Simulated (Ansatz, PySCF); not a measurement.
Molecule: C$_{2}$H$_{5}$BF, charge -1, multiplicity 1. It need not be the lowest isomer of its formula. Whether it binds its extra electron was not tested at this geometry. 
Geometry from a B3LYP-D3(BJ)/def2-TZVP (Ansatz, an electronic-structure program) optimisation:
```
B
F 1 1.4194
C 1 1.4485 2 122.20
H 3 1.0892 1 122.31 2 180.00
H 3 1.0901 4 113.95 1 180.00
C 1 1.6089 2 111.10 3 180.00
H 6 1.0947 1 111.92 2 180.00
H 6 1.0995 7 107.58 1 -123.13
H 6 1.0995 7 107.58 8 -113.73
```
Charge -1, spin multiplicity 1.

Total electronic energies in hartree. Correlated levels leave the core frozen unless marked. Spin-orbit coupling is left out. Non-relativistic unless marked X2C. Basis-set limits of correlation are two-point, X^-3; Hartree-Fock from the larger set. The bracket is a focal-point correction in the basis named.

```json
[
 {"level": "HF/aug-cc-pVDZ", "program": "Ansatz", "energy (Eh)": "-202.83500"},
 {"level": "HF/cc-pwCVTZ", "program": "Ansatz", "energy (Eh)": "-202.88423"},
 {"level": "HF/def2-TZVPD", "program": "PySCF", "energy (Eh)": "-202.89509"},
 {"level": "RI-HF/aug-cc-pVQZ", "program": "Ansatz", "energy (Eh)": "-202.90354"},
 {"level": "revPBE/def2-TZVPD", "program": "Ansatz", "energy (Eh)": "-204.00106"},
 {"level": "PBE0-D4/def2-TZVP", "program": "Ansatz + dftd4", "energy (Eh)": "-203.83650"},
 {"level": "PBE0/def2-TZVPD", "program": "Ansatz", "energy (Eh)": "-203.83539"},
 {"level": "RPA@PBE/cc-pVTZ", "program": "Ansatz", "energy (Eh)": "-204.01115"},
 {"level": "MP2/cc-pVTZ", "program": "Ansatz", "energy (Eh)": "-203.60413"},
 {"level": "MP2/cc-pVQZ", "program": "Ansatz", "energy (Eh)": "-203.67564"},
 {"level": "CCSD/cc-pVDZ", "program": "Ansatz", "energy (Eh)": "-203.41853"},
 {"level": "CCSD(T)/6-31G*", "program": "Ansatz", "energy (Eh)": "-203.35462"},
 {"level": "CCSD(T)/cc-pVQZ", "program": "Ansatz", "energy (Eh)": "-203.72852"},
 {"level": "X2C-CCSD(T)/cc-pVTZ-DK", "program": "Ansatz", "energy (Eh)": "-203.78387"},
 {"level": "RI-MP2/CBS(aug-cc-pVTZ,aug-cc-pVQZ)+[CCSD(T)-MP2]/aug-cc-pVTZ", "program": "Ansatz", "energy (Eh)": "-203.7764"}
]
```

Totals of different functionals don't rank their quality; only differences between species are comparable.
